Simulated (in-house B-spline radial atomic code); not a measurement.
The outermost shell (largest non-relativistic mean radius) with and without relativity; Dirac values are averaged over j. Computed with a B-spline radial code for spherical atoms: non-relativistic Hartree-Fock and Dirac-Hartree-Fock, averages of the configuration (point nuclei without relativity, finite nuclei with it).

| ion | configuration | outermost shell | radius non-relativistic (bohr) | radius Dirac (bohr) | radius change (%) | level non-relativistic (eV) | level Dirac (eV) | spin-orbit splitting (eV) |
| --- | --- | --- | --- | --- | --- | --- | --- | --- |
| K6+ | [Ne] 3s2 3p1 | 3p | 1.1621 | 1.1606 | -0.12769 | -116.907 | -116.99 | 0.40962 |
| Ca6+ | [Ne] 3s2 3p2 | ? | ? | ? | ? | ? | ? | ? |
| Sc6+ | [Ne] 3s2 3p3 | 3p | 1.0284 | 1.0267 | -0.1695 | -133.930 | -134.06 | 0.67409 |
| Ti6+ | [Ne] 3s2 3p4 | ? | ? | ? | ? | ? | ? | ? |
| V6+ | [Ne] 3s2 3p5 | ? | ? | ? | ? | ? | ? | ? |
| Cr6+ | [Ne] 3s2 3p6 | 3p | 0.8781 | 0.87598 | -0.24154 | -160.322 | -160.55 | 1.2953 |
| Mn6+ | [Ar] 3d1 | 3d | 0.85446 | 0.85657 | 0.24722 | -119.760 | -119.3 | 0.1792 |
| Fe6+ | [Ar] 3d2 | 3d | 0.81739 | 0.81945 | 0.25134 | -124.246 | -123.75 | 0.2245 |
| Co6+ | [Ar] 3d3 | 3d | 0.78357 | 0.78557 | 0.25536 | -128.674 | -128.13 | 0.27808 |
| Ni6+ | [Ar] 3d4 | 3d | 0.75257 | 0.75452 | 0.25928 | -133.051 | -132.46 | 0.34094 |
| Cu6+ | [Ar] 3d5 | 3d | 0.72404 | 0.72595 | 0.26308 | -137.381 | -136.74 | 0.41418 |
| Zn6+ | [Ar] 3d6 | 3d | 0.6977 | 0.69956 | 0.26674 | -141.667 | -140.97 | 0.49896 |
| Ga6+ | [Ar] 3d7 | 3d | 0.67328 | 0.6751 | 0.27025 | -145.913 | -145.16 | 0.59649 |
| Ge6+ | [Ar] 3d8 | 3d | 0.65059 | 0.65237 | 0.27361 | -150.121 | -149.31 | 0.70811 |
| As6+ | [Ar] 3d9 | 3d | 0.62943 | 0.63117 | 0.27682 | -154.294 | -153.42 | 0.83519 |
| Se6+ | [Ar] 3d10 | 3d | 0.60966 | 0.61137 | 0.27987 | -158.434 | -157.49 | 0.97921 |
| Br6+ | [Ar] 3d10 4s1 | 4s | 1.4691 | 1.4474 | -1.477 | -100.381 | -101.89 | - |
| Kr6+ | [Ar] 3d10 4s2 | 4s | 1.4053 | 1.3837 | -1.5329 | -105.582 | -107.23 | - |

Problem. Fill in the row of Ca6+.

Solution. outermost shell: 3p; radius non-relativistic (bohr): 1.0911; radius Dirac (bohr): 1.0895; radius change (%): -0.14795; level non-relativistic (eV): -125.363; level Dirac (eV): -125.47; spin-orbit splitting (eV): 0.52927.

Problem. Fill in the row of Ti6+.

Solution. outermost shell: 3p; radius non-relativistic (bohr): 0.97264; radius Dirac (bohr): 0.97077; radius change (%): -0.19234; level non-relativistic (eV): -142.611; level Dirac (eV): -142.77; spin-orbit splitting (eV): 0.8475.

Problem. Fill in the row of V6+.

Solution. outermost shell: 3p; radius non-relativistic (bohr): 0.92269; radius Dirac (bohr): 0.92069; radius change (%): -0.21647; level non-relativistic (eV): -151.409; level Dirac (eV): -151.6; spin-orbit splitting (eV): 1.0532.

Problem. Which member changes most?

Solution. Krypton (Kr6+): its 4s shell contracts by 1.5 %.
